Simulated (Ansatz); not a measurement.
Sb5As⁺, relaxed as a doublet with UKS PBE-D4/def2-SVP in Ansatz, starting from the GFN2-xTB geometry. Force threshold 0.03 eV/Å.

In the def2 sets Sb takes a core potential; there is no spin–orbit coupling. The structure comes from a short search, and lower isomers may exist.

Start:

| atom | x (Å) | y (Å) | z (Å) |
| --- | --- | --- | --- |
| As1 | -2.8793 | -4.7785 | -2.4683 |
| Sb2 | -0.4345 | -0.7096 | 0.0313 |
| Sb3 | 2.1830 | 3.5720 | 0.0927 |
| Sb4 | 2.0185 | 3.3717 | 2.4803 |
| Sb5 | -1.7105 | -2.8298 | -1.1266 |
| Sb6 | 0.8228 | 1.3742 | 0.9906 |

```tsv
step	energy (eV)	largest force component (eV/Å)	SCF passes
1	-93506.7168	5.015	52
2	-93507.8803	1.445	41
3	-93507.9914	0.971	41
4	-93508.0231	1.124	37
5	-93508.0574	0.625	34
6	-93508.0889	0.095	36
7	-93508.0932	0.131	36
8 (rejected)	-93508.0837	0.402	39
9	-93508.1007	0.103	30
10	-93508.1092	0.063	30
11	-93508.1183	0.180	29
13	-93508.1527	0.398	29
15	-93508.2595	0.174	35
17	-93508.3815	0.201	38
19	-93508.5203	0.149	40
21	-93508.7299	0.210	46
23	-93509.1821	0.396	40
25	-93509.7923	0.345	33
27	-93510.0329	0.296	35
29	-93510.2846	0.347	34
31	-93510.3285	0.183	28
33	-93510.4209	0.190	35
35	-93510.6464	0.476	38
37	-93510.8454	0.244	32
39	-93510.8914	0.352	34
41	-93510.9089	0.057	28
43	-93510.9096	0.004	28
```

Force components are those of the run's own axes.

End:

| atom | x (Å) | y (Å) | z (Å) |
| --- | --- | --- | --- |
| As1 | -1.265 | -1.965 | -1.859 |
| Sb2 | -1.301 | -0.078 | 0.218 |
| Sb3 | 0.251 | 2.115 | -0.784 |
| Sb4 | 1.680 | 0.238 | 0.832 |
| Sb5 | 0.727 | -2.433 | -0.512 |
| Sb6 | -0.092 | 2.123 | 2.105 |

Bonds formed: As1–Sb2, Sb2–Sb3, Sb2–Sb4, Sb4–Sb5 (atoms count from 1).

No frequencies were taken in this run, so the end may be a saddle point.

It took 2.4 min on 6 threads of Intel Xeon on a shared host.
